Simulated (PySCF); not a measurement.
# Computed records: CH5B2O, CH6BO

Computed with PySCF 2.14.0. Calculation on a computer-drawn molecule: the log of a Hartree-Fock and frozen-core CCSD(T) single point meant for a local Hartree-Fock minimum, with one planted fault or none, to be diagnosed. Offsets are logged minus clean, where the clean run is the same molecule without the fault. The reference is restricted for singlets and unrestricted otherwise, and also for a bond in bohr or an excited solution. Adding or removing an electron swaps singlet and doublet. The excited solution moves the top pair (singlet) or top alpha electron (doublet) to the lowest empty orbital. Highest occupied and lowest empty are orbital energies over both spins, largest force is the largest gradient component, triples share is (T) over the correlation energy, the T1 limit is 0.02 restricted and 0.045 unrestricted, electrons count all cores, a negative frequency is imaginary (commonest isotopes), and the dipole is about the centre of nuclear charge.

Common to all runs: meant charge -1; meant multiplicity 1; meant basis aug-cc-pVDZ; logged SCF converged yes; logged CC converged yes; logged SCF stable within its kind yes; possible faults no fault, one electron removed, one electron added, multiplicity raised by two, geometry at a saddle point, SCF held on an excited solution, minimal basis STO-3G, one bond length entered in bohr, all coordinates scaled.

(1) 
```xyz
9
formula=CH5B2O logged_electrons=29 logged_basis_functions=137 logged_spin_squared=0.7612 logged_highest_occupied=-12.34 logged_lowest_empty=-2.975 logged_largest_force=0.11603 logged_T1_diagnostic=0.024673 logged_D1_diagnostic=0.12058 logged_triples_share=0.03651 logged_dipole_magnitude=5.9161 logged_energy_HF=-164.93884 logged_energy_CCSD(T)=-165.51622 planted_fault=one_electron_removed HF_energy_offset_from_clean_run=100.9 CCSD(T)_energy_offset_from_clean_run=117.6
B      0.9430    -0.9041    -0.4617
C     -0.2450     0.0892     0.2197
B     -0.6095     1.2691    -0.6729
O     -0.9118     2.2104    -1.3664
H      1.1763    -1.8408     0.3228
H      1.9830    -0.2481    -0.6488
H      0.5397    -1.3598    -1.5463
H      0.0945     0.4845     1.1841
H     -1.1584    -0.4850     0.4138
```

Units: logged_highest_occupied, logged_lowest_empty in eV; logged_largest_force in hartree/bohr; logged_dipole_magnitude in debye; logged_energy_HF, logged_energy_CCSD(T) in hartree; HF_energy_offset_from_clean_run, CCSD(T)_energy_offset_from_clean_run in kcal/mol.

Drawn bonds:
| atom | other atom | order |
| --- | --- | --- |
| 1 | 2 | 1 |
| 2 | 3 | 1 |
| 3 | 4 | 2 |
| 1 | 5 | 1 |
| 1 | 6 | 1 |
| 1 | 7 | 1 |
| 2 | 8 | 1 |
| 2 | 9 | 1 |

(2) 
```xyz
9
formula=CH5B2O logged_electrons=30 logged_basis_functions=137 logged_spin_squared=0 logged_highest_occupied=-5.8994 logged_lowest_empty=3.6037 logged_largest_force=2.91e-05 logged_lowest_frequency=172.13 logged_T1_diagnostic=0.015297 logged_D1_diagnostic=0.041672 logged_triples_share=0.034598 logged_dipole_magnitude=4.3759 logged_energy_HF=-165.09967 logged_energy_CCSD(T)=-165.70368 planted_fault=no_fault HF_energy_offset_from_clean_run=0 CCSD(T)_energy_offset_from_clean_run=0
B      0.9430    -0.9041    -0.4617
C     -0.2450     0.0892     0.2197
B     -0.6095     1.2691    -0.6729
O     -0.9118     2.2104    -1.3664
H      1.1763    -1.8408     0.3228
H      1.9830    -0.2481    -0.6488
H      0.5397    -1.3598    -1.5463
H      0.0945     0.4845     1.1841
H     -1.1584    -0.4850     0.4138
```

Units: logged_highest_occupied, logged_lowest_empty in eV; logged_largest_force in hartree/bohr; logged_lowest_frequency in cm⁻¹; logged_dipole_magnitude in debye; logged_energy_HF, logged_energy_CCSD(T) in hartree; HF_energy_offset_from_clean_run, CCSD(T)_energy_offset_from_clean_run in kcal/mol.

Drawn bonds:
| atom | other atom | order |
| --- | --- | --- |
| 1 | 2 | 1 |
| 2 | 3 | 1 |
| 3 | 4 | 2 |
| 1 | 5 | 1 |
| 1 | 6 | 1 |
| 1 | 7 | 1 |
| 2 | 8 | 1 |
| 2 | 9 | 1 |

(3) 
```xyz
9
formula=CH6BO logged_electrons=26 logged_basis_functions=123 logged_spin_squared=0 logged_highest_occupied=-5.3401 logged_lowest_empty=3.9432 logged_largest_force=3.711e-05 logged_lowest_frequency=99.028 logged_T1_diagnostic=0.012626 logged_D1_diagnostic=0.031869 logged_triples_share=0.029905 logged_dipole_magnitude=3.6963 logged_energy_HF=-140.90018 logged_energy_CCSD(T)=-141.44289 planted_fault=no_fault HF_energy_offset_from_clean_run=0 CCSD(T)_energy_offset_from_clean_run=0
B      0.0940    -0.3588    -0.4649
C      0.4885    -1.1647     0.9081
O     -0.6623    -1.5800     1.6801
H     -0.5628     0.6702    -0.1765
H     -0.6128    -1.0926    -1.1967
H      1.1265    -0.0294    -1.0845
H      1.0670    -2.0749     0.6966
H      1.1089    -0.5529     1.5778
H     -1.4141    -1.2819     1.1988
```

Units: logged_highest_occupied, logged_lowest_empty in eV; logged_largest_force in hartree/bohr; logged_lowest_frequency in cm⁻¹; logged_dipole_magnitude in debye; logged_energy_HF, logged_energy_CCSD(T) in hartree; HF_energy_offset_from_clean_run, CCSD(T)_energy_offset_from_clean_run in kcal/mol.

Drawn bonds:
| atom | other atom | order |
| --- | --- | --- |
| 1 | 2 | 1 |
| 2 | 3 | 1 |
| 1 | 4 | 1 |
| 1 | 5 | 1 |
| 1 | 6 | 1 |
| 2 | 7 | 1 |
| 2 | 8 | 1 |
| 3 | 9 | 1 |
